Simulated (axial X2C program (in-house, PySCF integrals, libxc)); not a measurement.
**Bond lengths and stretching modes, held linear, of ClCuCl**

Computed with an axial X2C code built on PySCF integrals: two-component X2C with atomic mean-field Coulomb and Gaunt terms, Gaussian nuclei, basis Cl dyall-av3z, Cu dyall-v3z with contracted cores. Spin-free rows use the one-electron spin-free X2C Hamiltonian.

Masses Cl 34.969, Cu 62.930, Cl 34.969 u. States: 2c Ω = 3/2 (beyond evenly filled blocks: ω = 3/2); spin-free M_S = 1/2, Λ = 1 (beyond evenly filled blocks: π+α, π+β, π-α).

TPSSh, 2c: energies above the lowest point

| r(Cl–Cu) (Å) | r(Cu–Cl) (Å) | E (meV) |
| --- | --- | --- |
| 1.9978 | 1.9978 | 50.52 |
| 1.9978 | 2.0490 | 24.65 |
| 1.9978 | 2.1002 | 40.45 |
| 2.0490 | 1.9978 | 24.65 |
| 2.0490 | 2.0490 | 0.00 |
| 2.0490 | 2.1002 | 16.80 |
| 2.0490 | 2.1515 | 66.07 |
| 2.1002 | 1.9978 | 40.45 |
| 2.1002 | 2.0490 | 16.80 |
| 2.1002 | 2.1002 | 34.38 |
| 2.1515 | 2.0490 | 66.07 |
| 2.1515 | 2.1515 | 134.64 |

Fit a quadratic surface with cubic terms in each bond: where is the minimum, and what are the two stretching wavenumbers?

At TPSSh, 2c: bonds 2.052 and 2.052 Å; harmonic stretches 351.2 and 500.4 cm⁻¹; force constants 2.49, 2.49 and coupling 0.05 mdyn/Å.

The other levels and Hamiltonians give:

```
Hamiltonian  level  r(Cl–Cu) (Å)  r(Cu–Cl) (Å)  lower stretch (cm⁻¹)  upper stretch (cm⁻¹)
         2c   PBE0         2.047         2.047                 360.9                 515.8
         2c     HF         2.124         2.124                 349.1                 499.5
         2c    MP2         2.046         2.046                 368.2                 535.1
  spin-free   PBE0         2.046         2.046                 361.0                 516.0
  spin-free     HF         2.124         2.124                 349.4                 499.9
  spin-free  TPSSh         2.052         2.052                 351.3                 500.6
  spin-free    MP2         2.045         2.045                 368.5                 535.4
```

Each state is one determinant, the lowest of a limited PBE0 search; the stretches come from a fit to these few points and carry an uncertainty of a few per cent. Other orders of the atoms were not compared. MP2 freezes inner shells (threshold -2 hartree). The molecule was held linear; bending was not examined, so a bent shape may lie lower. Note: functional without a current term on a determinant with orbital currents, of the molecule or an atom.
